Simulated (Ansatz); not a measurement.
C3H7NSi (SMILES N[C@H]1C=C[SiH2]1) moved off its minimum; all values from Ansatz (a first-principles code), cores frozen in correlated methods.
(charge 0, multiplicity 1)
```xyz
12

N      1.8809    -0.4469     0.3627
C      0.4029    -0.6345     0.1028
C     -0.5794    -0.5664     1.0676
C     -1.3933     0.5047     0.5768
Si    -0.4104     0.5561    -1.0266
H      2.3780    -1.1080     0.9861
H      2.0906     0.4729     0.7479
H      0.5541    -1.7469    -0.3263
H     -0.5278    -1.0072     2.0412
H     -2.3455     0.7531     1.0950
H     -1.1265     0.2138    -2.3283
H      0.3482     1.9560    -1.1748
```

```
level                    largest force (eV/Å)  on atom  rms difference from CCSD(T)/aug-cc-pV(T+d)Z (eV/Å)  dipole (D)
-----------------------  --------------------  -------  --------------------------------------------------  ----------
HF/def2-TZVPP                           10.84       C2                                               0.507        1.31
PBE/def2-TZVPP                           9.02       C2                                               0.222        1.35
r2SCAN/def2-TZVPP                        9.22       C2                                               0.186        1.35
B3LYP/def2-TZVPP                         9.35       C2                                               0.168        1.30
wB97M-V/def2-TZVPP                       9.65       C2                                               0.215        1.33
MP2/aug-cc-pV(T+d)Z                      9.61       C2                                               0.073        1.24
CCSD(T)/aug-cc-pV(T+d)Z                  9.73       C2                                               0.000        1.23
```

The differences count from one level among others, with limits of its own. Forces at CCSD(T)/aug-cc-pV(T+d)Z (eV/Å):

```tsv
atom	Fx	Fy	Fz
N1	0.359	0.761	0.578
C2	6.925	-5.717	-3.754
C3	-3.773	4.287	1.458
C4	-0.781	-2.391	1.911
Si5	-0.598	2.684	-0.540
H6	-1.048	0.157	-0.465
H7	-0.202	0.035	-0.043
H8	-1.039	1.854	0.414
H9	-0.373	-0.452	0.499
H10	0.671	0.250	-0.564
H11	0.495	0.005	0.582
H12	-0.637	-1.474	-0.077
```

Doubts at one or more of the structures used: a restricted determinant that unrestricted orbitals would lower (MP2/aug-cc-pV(T+d)Z, CCSD(T)/aug-cc-pV(T+d)Z).
